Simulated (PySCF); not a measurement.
Vertical excitations of a molecule C2H4BFO2 from TDDFT-M06-2X/def2-SVPD (PySCF 2.14.0), as energy in eV (oscillator strength): 2.72 (0.000), 6.99 (0.000), 7.06 (0.002), 7.10 (0.091), 7.84 (0.001), 8.10 (0.022), 8.16 (0.006), 8.27 (0.062), 8.75 (0.000), 8.88 (0.002). Lowest triplet (TDA): 2.25 eV. The structure is a stationary point at ωB97X-D3(BJ)/def2-SVP. Other conformers were not sampled.

Q: Identify the compound among the candidates.
(A) CC1OB(F)O1
(B) COB(F)C=O
(C) O=CB(F)CO
(D) CB(F)OC=O

A: B, COB(F)C=O
